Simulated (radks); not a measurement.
The numbers below are computed, except where a source is named.
Spin polarisation of the 4f1 shell in Ce3+. Start: [Xe] 4f(up 0.5, down 0.5); electrons of 4f are moved from spin down to spin up, other shells keep equal spins. Level of theory: non-relativistic Kohn-Sham, BLYP, spin-polarised, spherical densities, point nucleus (a radial shooting solver on a logarithmic mesh with Libxc functionals).

moment (Bohr magnetons)  E - E(0) (eV)  e(4f up) (eV)  e(4f down) (eV)  5p down minus up (eV)
0                                0.000        -31.887          -31.887                  0.000
0.25                            -0.011        -31.976          -31.796                  0.082
0.5                             -0.045        -32.062          -31.702                  0.164
0.75                            -0.101        -32.145          -31.605                  0.246
1                               -0.180        -32.225          -31.506                  0.328

At moment 1 the spin-polarisation energy is -0.180 eV and the 4f exchange splitting 0.719 eV, that is 0.719 eV per Bohr magneton; E = -I m^2/4 would give I = 0.719 eV.
